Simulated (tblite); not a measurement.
Start geometry of `C=CCn1[c]ccc1` [radical] from a force field or distance geometry (Å):
```
atom  x, y, z in Å
C1    -1.859    1.022   -0.434
C2    -2.099   -0.086    0.244
C3    -0.958   -0.956    0.747
N4     0.341   -0.398    0.362
C5     1.066    0.466    1.136
C6     2.241    0.748    0.432
C7     2.233    0.039   -0.762
C8     1.036   -0.658   -0.743
H9    -2.653    1.666   -0.800
H10   -0.849    1.327   -0.644
H11   -3.119   -0.432    0.491
H12   -1.037   -0.867    1.865
H13   -1.087   -1.982    0.395
H14    3.057    1.418    0.764
H15    2.981    0.025   -1.537
H16    0.699   -1.323   -1.528
```

Q: What comes out of this run: tblite 0.8.0, GFN2-xTB geometry optimisation, gas phase?

A: 
```
atom  x, y, z in Å
C1    -1.8898    1.0544   -0.4622
C2    -2.0530   -0.0550    0.2313
C3    -0.9350   -0.9133    0.7642
N4     0.3719   -0.4333    0.4180
C5     1.1177    0.4464    1.1151
C6     2.2672    0.7538    0.4645
C7     2.2040    0.0192   -0.7504
C8     1.0335   -0.6897   -0.7512
H9    -2.7289    1.6273   -0.8163
H10   -0.9123    1.4377   -0.7045
H11   -3.0416   -0.4260    0.4671
H12   -1.0158   -0.9635    1.8568
H13   -1.0518   -1.9316    0.3733
H14    3.0516    1.4080    0.7837
H15    2.9533    0.0318   -1.5180
H16    0.6216   -1.3572   -1.4827
```

The energy falls by 0.301 eV over 39 L-BFGS steps, the largest force on an atom goes from 2.46 to 0.009 eV/Å, and the atoms move by 0.071 Å rms after alignment. The bond that changes most is C5–C6 (ends: carbon bonded to C and N; carbon bonded to 2 C and H), which shortens by 0.043 Å. Bonds longer at the end by more than 0.005 Å: 2 of 16; shorter: 10. Among the angles that change most is C7–C8–H16, from 124.6° to 130.6°. Among the dihedrals that turn most is H12–C3–N4–C5, from -21° to -33°. Rotational constants go from 4846, 1492, 1474 to 4753, 1497, 1473 MHz. The orientation of the end geometry is arbitrary; only internal coordinates are fixed.

The run took 0.63 s wall on one thread, Intel Xeon at 2.50 GHz (x86_64), shared host with 64 logical CPUs at a one-minute load of 58.

Its GFN2-xTB frequencies are all real (lowest 39 cm⁻¹). 3 starts were optimised and ended at 0.00, 0.35 and 0.36 kcal/mol (GFN2-xTB); the lowest of these is shown.

One conformer stands for the species.

All values are computed, not measured.
